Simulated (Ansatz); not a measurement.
Stepwise reaction of `O[SiH2]F` with hydrogen fluoride, as a gas-phase model of exchange steps in deposition or etching. ΔE in kJ/mol; ΔG adds harmonic PBE0-D4 terms to CCSD(T)/CBS, at 1 bar.

Computed with Ansatz on PBE0-D4/def2-TZVP structures; ΔE is electronic, products minus reactants. CBS: MP2 limit from def2 TZ/QZ plus the TZ coupled-cluster correction, frozen cores. This one scheme is used for every species. DFT in def2-TZVPP. B3LYP here is the variant with VWN-RPA as its local correlation; programs differ in this. Each species was taken in one conformer, which may not be the lowest.

| step | reaction | PBE-D4 | B3LYP-D4 | ωB97M-V | CCSD(T)/CBS | ΔG(500 K) |
| --- | --- | --- | --- | --- | --- | --- |
| 1 | `O[SiH2]F` + H–F → `O[SiH](F)F` + H₂ | -136.4 | -144.8 | -145.8 | -142.6 | -142.1 |

Task: Give the row of step 2, `O[SiH](F)F` + H–F → `O[Si](F)(F)F` + H₂. (Best estimate.)

Result: Computed: 
```csv
step,reaction,PBE-D4,B3LYP-D4,ωB97M-V,CCSD(T)/CBS,ΔG(500 K)
2,`O[SiH](F)F` + H–F → `O[Si](F)(F)F` + H₂,-118.8,-127.3,-129.0,-127.2,-126.3
```

Task: By hand: ΔE of the 2 steps together at CCSD(T)/CBS.

Result: (-142.6) + (-127.2) = -269.8 kJ/mol, or -134.9 kJ/mol a step.

In ΔE each step is higher than the one before. All are downhill at CCSD(T)/CBS. ΔG lies between -142.1 and -126.3 kJ/mol a step. PBE-D4 differs from CCSD(T)/CBS by 6.2 to 8.4 kJ/mol a step. Isolated molecules leave out the surface, adducts and barriers. Largest T1 diagnostic: 0.011.
